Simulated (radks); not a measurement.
The numbers below are computed, except where a source is named.
Question: S5+, configuration [Ne] 3p1 (not the ground configuration). Code: a radial shooting solver on a logarithmic mesh with Libxc functionals. Model: scalar-relativistic Kohn-Sham, PBEsol, spin-polarised, spherical densities, finite nucleus; open shells are filled with parallel spins first; Fermi nuclear charge, rms radius 3.2611 fm. Some entries of the table are withheld. Estimate them.

| orbital | occ. | eigenvalue (Ry) | <r^2> (bohr^2) | <r> (bohr) |
|---|---|---|---|---|
| 1s up | 1 | -182.7271 | 0.01265 | 0.09696 |
| 1s down | 1 | -182.7081 | 0.01265 | 0.09696 |
| 2s up | 1 | -21.44642 | (1) | 0.4766 |
| 2s down | 1 | -21.41983 | (2) | 0.4760 |
| 2p up | 3 | -17.43683 | 0.2393 | 0.4383 |
| 2p down | 3 | -17.40409 | 0.2384 | 0.4376 |
| 3p up | 1 | -5.08387 | 2.558 | 1.492 |

Answer: 
(1) 2s up <r^2> (bohr^2): 0.2698
(2) 2s down <r^2> (bohr^2): 0.2690
